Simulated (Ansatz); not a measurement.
A nudged elastic band was laid between two geometries of CH9NSi3 (14 atoms, charge 0, multiplicity 1).

Level of theory: RKS PBE-D4/6-31G* in Ansatz.

- movable images: 5
- climbing image: yes
- spring: 5.0 eV/Å²
- optimiser: quadratic models (default)
- start path: through a guess of the saddle point
- force threshold: 0.05 eV/Å
- iteration limit: 60
- end points: relaxed

First end point:

```xyz
14
Properties=species:S:1:pos:R:3
N -2.001 1.853 0.368
Si -0.945 0.497 0.658
Si 1.288 0.754 0.900
C 0.396 -0.092 -0.590
Si 0.629 -1.934 -0.805
H -2.748 1.748 -0.322
H -1.578 2.779 0.296
H -1.703 -0.630 1.283
H 2.169 -0.112 1.747
H 1.933 2.070 0.580
H 0.472 0.463 -1.539
H 0.508 -2.614 0.530
H 1.981 -2.280 -1.366
H -0.414 -2.530 -1.712
```

Last end point:

```xyz
14
Properties=species:S:1:pos:R:3
N -1.800 1.940 0.090
Si -0.917 0.537 0.636
Si 1.322 0.758 0.870
C 0.400 -0.099 -0.595
Si 0.619 -1.945 -0.786
H -2.594 1.792 -0.536
H -2.033 2.645 0.790
H -1.674 -0.565 1.325
H 2.165 -0.139 1.722
H 2.003 2.049 0.539
H 0.454 0.451 -1.548
H 0.525 -2.608 0.559
H 1.959 -2.297 -1.371
H -0.443 -2.549 -1.666
```

**Question.** Which bonds break or form, and what moves?

**Answer.** No bond is made or broken. The height of N1 over the plane of its neighbours goes from -0.26 to 0.27 Å.

**Question.** Give the energies along the band, and the barrier.

**Answer.** The forces met the threshold. The highest image is number 2 of 0 to 6, 1.9 kJ/mol above the ends, which have the same energy within 2 meV. A vibrational analysis at the climbing image gives one clearly imaginary mode, 286i cm⁻¹: a first-order saddle point.

```csv
image,path coordinate (Å),energy (kJ/mol),height of N1 over the plane of its neighbours (Å)
0,0.00,0.0,-0.26
1,0.26,0.4,-0.23
2,0.53,1.9,0.00
3,0.66,1.2,0.14
4,0.80,0.3,0.25
5,0.94,0.0,0.27
6,1.08,-0.1,0.27
```

**Question.** What is the geometry of the highest image?

**Answer.** 
```xyz
14
Properties=species:S:1:pos:R:3
N -1.915 1.874 0.212
Si -0.948 0.506 0.631
Si 1.288 0.755 0.874
C 0.391 -0.113 -0.599
Si 0.636 -1.955 -0.791
H -2.690 1.844 -0.446
H -1.758 2.792 0.615
H -1.689 -0.621 1.285
H 2.142 -0.116 1.742
H 1.958 2.053 0.540
H 0.457 0.440 -1.549
H 0.561 -2.614 0.558
H 1.976 -2.292 -1.383
H -0.422 -2.580 -1.661
```

**Question.** What are the harmonic wavenumbers there?

**Answer.** 286i, 94, 108, 129, 145, 175, 244, 396, 425, 457, 505, 544, 564, 640, 676, 726, 763, 829, 830, 854, 881, 891, 912, 919, 927, 998, 1555, 2156, 2163, 2168, 2176, 2180, 2206, 3065, 3523, 3631 cm⁻¹.

The band took 9 iterations and roughly 4 core-minutes.

The run took 2.3 min on 2 threads of Arm Neoverse V2, with other jobs on the host, peak memory 0.16 GiB.
